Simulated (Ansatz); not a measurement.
Reaction (SMILES): FSF → 2 F atom + S atom
B3LYP-D3(BJ)/def2-TZVP geometries, fixed; electronic energies without zero-point terms.
Largest species:
```
S
F 1 1.6052
F 1 1.6052 2 98.75
```

Effect of a fitting basis named in the input at MP2/aug-cc-pV(T+d)Z with Ansatz (an electronic-structure program), against the last row, where the atomisation energy is 182.14 kcal/mol. Cores are frozen. Open shells are unrestricted. The default fits or decomposes integrals by the program's own choice; accuracy: high also tightens integrals, grids and stops.

```
setting                                              largest shift of a total energy (mEh)  shift of the atomisation energy (kcal/mol)
---------------------------------------------------  -------------------------------------  ------------------------------------------
fitting: def2-universal-jkfit and def2-SVP-RIFIT                                    -7.958                                      -0.588
fitting: def2-universal-jkfit and cc-pVDZ-RIFIT                                     -5.662                                      -0.309
fitting: def2-universal-jkfit and cc-pVTZ-RIFIT                                     -0.250                                      -0.062
fitting: def2-universal-jkfit and aug-cc-pVTZ-RIFIT                                  0.306                                      -0.133
fitting: def2-universal-jkfit and cc-pVQZ-RIFIT                                      0.308                                      -0.131
fitting: def2-universal-jkfit and aug-cc-pVQZ-RIFIT                                  0.300                                      -0.141
accuracy: high                                                                      -0.002                                       0.000
accuracy: medium (default)                                                           0.000                                       0.000
```

Within 0.3 kcal/mol in the atomisation energy: fitting: def2-universal-jkfit and cc-pVTZ-RIFIT; fitting: def2-universal-jkfit and aug-cc-pVTZ-RIFIT; fitting: def2-universal-jkfit and cc-pVQZ-RIFIT; fitting: def2-universal-jkfit and aug-cc-pVQZ-RIFIT; accuracy: high. The largest shift is 7.958 mEh in a total energy and 0.588 kcal/mol in the difference.
